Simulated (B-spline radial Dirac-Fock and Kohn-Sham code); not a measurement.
## Dipole and non-dipole photoemission parameters of I⁺ 3d5/2

System: I⁺ in the configuration 1s2 2s2 2p6 3s2 3p6 3d10 4s2 4p6 4d10 5s2 5p4; threshold 638.8 eV (orbital energy of the model). Calculated with a radial finite-basis atomic code, using Dirac-Hartree-Slater photoionisation with a Latter tail; cross sections with all multipoles, angular parameters from the dipole term and its interference with E2.

```
hν (eV)  σ (kb)      β       γ       δ
    677    2200  0.490  -0.015  -0.002
   1000     762  0.924  -0.078   0.018
   1250     434  1.107   0.001   0.033
   1260     425  1.111   0.005   0.034
   1420     308  1.166   0.068   0.041
   1600     220  1.200   0.141   0.049
   2920    35.9  1.182   0.596   0.092
 2984.4    33.5  1.177   0.614   0.094
   4000    12.8  1.095   0.851   0.126
   5030    5.84  1.017   1.035   0.159
   5380    4.62  0.992   1.089   0.170
   7340    1.52  0.873   1.323   0.233
 9251.7   0.643  0.782   1.486   0.292
  11000       ?      ?       ?       ?
  11400   0.291  0.701   1.622   0.356
  12000   0.238  0.681   1.653   0.374
```

**Question.** Give the values at 11000 eV.

**Answer.** σ = 0.333 kb, β = 0.715, γ = 1.600, δ = 0.345.
